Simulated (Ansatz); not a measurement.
Stretching the C3–H4 bond in CH4Be (SMILES [BeH][CH3]) (multiplicity 1 held, fragments rigid). Energies count from the point at 1.095 Å.
Geometry at that point (charge 0, multiplicity 1):
```xyz
6

Be    -0.939    -0.495    -0.134
H     -2.107    -1.111    -0.301
C      0.531     0.280     0.076
H      1.015    -0.006     1.016
H      0.422     1.370     0.095
H      1.237     0.046    -0.728
```

Unrestricted levels (U-) break spin symmetry where that is lower. Active spaces are followed from a long bond inwards. Levels need not reach the same state.

Correlated levels freeze the cores.

Run with Ansatz (a quantum-chemistry and plane-wave program) with Gaussian orbitals. 

Question: What energy at R = 3.505 Å does U-CCSD/cc-pVTZ give?

Answer: 110.5 kcal/mol

Doubts at one or more of the structures used: a spin-contaminated determinant (U-CCSD/cc-pVTZ).
